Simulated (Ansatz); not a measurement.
Results of the Gaussian-basis code of Ansatz.

A structure relaxed at PBE0-D4/def2-TZVP, charge 0, multiplicity 1:

Cartesian coordinates in Å:
```
C 0.5699 -1.1326 1.5642
C -0.2276 0.0721 1.0882
C 0.5102 1.3695 1.3817
O -0.5131 -0.0335 -0.2592
Mg -0.6931 -0.1614 -2.0106
N -0.9157 -0.2988 -3.8731
H 0.7618 -1.0868 2.6397
H 1.5326 -1.1733 1.0448
H 0.0259 -2.0556 1.3508
H -1.1741 0.0906 1.6557
H 1.4713 1.3805 0.8581
H 0.7006 1.4891 2.4519
H -0.0763 2.2251 1.0391
H -1.7504 -0.0774 -4.3942
H -0.2220 -0.6075 -4.5370
```

Question: Give its formula and SMILES.

Answer: C3H9MgNO, `CC(C)[O][Mg][NH2]`.

Question: Point group (tolerance 0.08 Å, 0.16 Å for H)?

Answer: C1.

Question: Summarise the bond lengths by kind.

Answer: 2 × C–C 1.521 Å; 7 × C–H 1.092 to 1.104 Å; 1 × C–O 1.381 Å; 1 × Mg–O 1.765 Å; 1 × Mg–N 1.881 Å; 2 × H–N 1.009 Å.
